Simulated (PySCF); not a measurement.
# Trend along group 14: MO molecules

CCSD(T) with triple-zeta basis sets in PySCF, for the lowest determinant that a PBE0 search found; no spin–orbit coupling. De refers to high-spin ground-configuration atoms.

```json
{"M": "C", "basis": "def2-TZVPP", "reference, frozen orbitals": "RHF, 2", "state (unpaired electrons)": "singlet (closed shell)", "Re (Å)": "1.134", "ωe (cm⁻¹)": "2155", "De (eV)": "10.92"}
{"M": "Si", "basis": "def2-TZVPP", "reference, frozen orbitals": "RHF, 6", "state (unpaired electrons)": "singlet (closed shell)", "Re (Å)": "1.521", "ωe (cm⁻¹)": "1227", "De (eV)": "7.94"}
{"M": "Ge", "basis": "def2-TZVPP", "reference, frozen orbitals": "RHF, 10", "state (unpaired electrons)": "singlet (closed shell)", "Re (Å)": "1.636", "ωe (cm⁻¹)": "981", "De (eV)": "6.71"}
{"M": "Sn", "basis": "def2-TZVPP", "reference, frozen orbitals": "RHF, 5", "state (unpaired electrons)": "singlet (closed shell)", "Re (Å)": "1.838", "ωe (cm⁻¹)": "823", "De (eV)": "5.49"}
{"M": "Pb", "basis": "x2c-TZVPPall", "reference, frozen orbitals": "RHF, 35", "state (unpaired electrons)": "singlet (closed shell)", "Re (Å)": "1.929", "ωe (cm⁻¹)": "729", "De (eV)": "4.82"}
```

The shortest bond is that of CO (1.134 Å), the longest that of PbO (1.929 Å). CO is bound most strongly (10.92 eV) and PbO least (4.82 eV).

The rows differ in basis set, which adds steps of its own.

Down a group the atoms grow and get heavier, so bonds lengthen and wavenumbers fall; this series shows no clear exception.

Correlated steps freeze the inner cores (2 to 35 orbitals); shallow outer-core shells are correlated. Spin–orbit coupling is left out, which matters for elements this heavy, above all for dissociation energies. Where the molecule has an RHF reference, its open-shell atoms are computed with UHF. The CCSD T1 diagnostic is raised in GeO, PbO, SiO, SnO, a sign that a single reference may not be enough there.
